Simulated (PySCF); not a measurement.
GaH4P, SMILES [GaH2][PH2]. Atoms are numbered in the order given.

```xyz
6

Ga     0.7585    -0.0065     0.0000
H      1.5202     0.0237    -1.3636
H      1.5202     0.0237     1.3636
P     -1.5393     0.1189     0.0000
H     -1.7323    -0.8152    -1.0498
H     -1.7323    -0.8152     1.0498
```

Coordinates come from a r2SCAN-D4/def2-TZVP optimisation.

All values below come from PySCF with PBE0/pcSseg-2.

GIAO shieldings, no solvent; atoms alike by connectivity are averaged. δ = σ(ref) − σ: ¹H against TMS (σ = 31.54 ppm); ³¹P against PH3 (σ = 579.7 ppm), references at their B3LYP-D3(BJ)/def2-TZVP geometries, non-relativistic.

```csv
atoms,nucleus,count,δ (ppm)
"H2, H3",¹H,2,7.09
"H5, H6",¹H,2,2.34
P4,³¹P,1,(withheld)
```

**Question.** What belongs in the gaps? (The exact figures need the calculation; the answer reports its results.)

**Answer.** 
- P4, δ (ppm): 27.6
